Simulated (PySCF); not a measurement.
Start geometry of tetraethylborate (`CC[B-](CC)(CC)CC`) from GFN2-xTB (Å):
```
atom  x, y, z in Å
C1     1.9856   -1.7735   -0.4261
C2     1.1538   -0.6282   -0.9999
B3    -0.0053    0.0098    0.0016
C4    -0.7631    1.2049   -0.8668
C5    -1.8929    1.9513   -0.1590
C6     0.6758    0.6173    1.3878
C7     1.7423    1.6949    1.2036
C8    -1.0858   -1.1513    0.4892
C9    -1.8349   -1.8880   -0.6192
H10    2.7357   -2.1382   -1.1389
H11    1.3455   -2.6118   -0.1573
H12    2.5093   -1.4517    0.4723
H13    0.6889   -0.9861   -1.9264
H14    1.8472    0.1622   -1.3109
H15   -1.1738    0.7838   -1.7925
H16   -0.0263    1.9501   -1.1900
H17   -1.5209    2.4497    0.7349
H18   -2.3502    2.7140   -0.8023
H19   -2.6767    1.2592    0.1447
H20   -0.1088    1.0315    2.0320
H21    1.1255   -0.1983    1.9670
H22    2.5829    1.3050    0.6324
H23    2.1295    2.0617    2.1623
H24    1.3351    2.5461    0.6611
H25   -0.5705   -1.9032    1.0986
H26   -1.8332   -0.7037    1.1551
H27   -2.5342   -2.6340   -0.2213
H28   -1.1350   -2.4036   -1.2742
H29   -2.4052   -1.1861   -1.2250
```

Task: What comes out of this run: PBE0-D3(BJ)/def2-SVP geometry optimisation, gas phase (PySCF 2.14.0)?

Result: 
```
atom  x, y, z in Å
C1     1.985   -1.858   -0.453
C2     1.155   -0.724   -1.044
B3    -0.012   -0.082   -0.056
C4    -0.767    1.118   -0.917
C5    -1.886    1.863   -0.197
C6     0.663    0.526    1.331
C7     1.720    1.610    1.147
C8    -1.097   -1.247    0.407
C9    -1.839   -1.961   -0.718
H10    2.759   -2.258   -1.138
H11    1.348   -2.710   -0.158
H12    2.508   -1.535    0.465
H13    0.685   -1.081   -1.984
H14    1.841    0.084   -1.372
H15   -1.172    0.692   -1.858
H16   -0.010    1.856   -1.255
H17   -1.515    2.350    0.722
H18   -2.369    2.653   -0.806
H19   -2.685    1.172    0.123
H20   -0.140    0.921    1.986
H21    1.108   -0.306    1.917
H22    2.572    1.241    0.549
H23    2.139    2.001    2.095
H24    1.312    2.476    0.596
H25   -0.576   -2.007    1.026
H26   -1.844   -0.800    1.095
H27   -2.558   -2.730   -0.370
H28   -1.136   -2.468   -1.402
H29   -2.409   -1.248   -1.338
```

The energy falls by 2.1 kcal/mol over 4 energy and gradient evaluations, the largest force component goes from 0.0130 to 9.6e-05 Eh/bohr, and the atoms move by 0.037 Å rms after alignment. Among the bonds, C1–H11, C1–H12, C5–H17, C5–H19, C7–H22, C7–H24, C9–H28 and C9–H29 change most and about equally (+0.015 to +0.016 Å). Bonds longer at the end by more than 0.005 Å: 20 of 28; shorter: 0. Among the angles that change most is C4–C5–H18, from 112.1° to 114.1°. Rotational constants go from 1386, 1382, 884.8 to 1388, 1388, 883.8 MHz. The orientation of the end geometry is arbitrary; only internal coordinates are fixed.

The run used 226 basis functions and 25 SCF cycles in all. Time: 1.8 min of wall time. Hardware: Arm Neoverse V2, one thread, no GPU (shared host).

No frequency check. The geometry's basis has no diffuse functions, a weakness for an anion.

One conformer stands for the species.
